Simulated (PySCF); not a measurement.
# First hyperpolarisability: SMILES [SiH3]C(=C=C=C=CC)C, C₇H₁₀Si

Cartesian coordinates in Å; atom numbers follow the order of the lines, from 1:
```xyz
18

C     3.933    0.267   -1.136
C     2.970    0.338    0.008
C     1.673    0.112   -0.071
C     0.412   -0.107   -0.155
C    -0.850   -0.326   -0.232
C    -2.153   -0.516   -0.321
C    -2.808   -1.861   -0.133
Si   -3.226    0.984   -0.702
H     3.426    0.008   -2.075
H     4.449    1.232   -1.271
H     4.713   -0.487   -0.941
H     3.380    0.601    0.994
H    -3.398   -2.136   -1.024
H    -2.067   -2.651    0.050
H    -3.509   -1.836    0.718
H    -4.239    1.172    0.385
H    -3.975    0.760   -1.979
H    -2.377    2.203   -0.820
```

Method: quadratic response CAM-B3LYP/aug-cc-pVDZ first hyperpolarisability, Taylor convention, gas phase (PySCF 2.14.0). Geometry: PBE0-D3(BJ)/def2-SVP.

Give β for the processes computed.

In au, Taylor convention; the vector part is βᵢ = ⅓ Σⱼ (βᵢⱼⱼ + βⱼᵢⱼ + βⱼⱼᵢ); β∥ is 3/5 of the vector part along the dipole, the dipole points from − to +:
```csv
process,λ (nm),β vector norm,β∥,β HRS,depolarisation ratio
"static β(0;0,0)",∞,235.1,139.9,103.7,4.14
"second harmonic β(−2ω;ω,ω)",1907,248.5,147.9,110.5,4.06
"Pockels β(−ω;ω,0)",1907,239.4,142.5,–,–
"second harmonic β(−2ω;ω,ω)",1064,283.4,168.7,128.6,3.86
"Pockels β(−ω;ω,0)",1064,249.5,148.5,–,–
```

Which lowest excitations, dipole and polarisabilities go with it?

S1 3.55 eV (f = 0.000); S2 4.00 eV (f = 0.000); S3 4.68 eV (f = 0.001); dipole 0.79 D; isotropic α 149.0 au static, 150.0 au at 1907 nm, 152.4 au at 1064 nm, 153.3 au at 953.5 nm, 164.5 au at 532 nm.
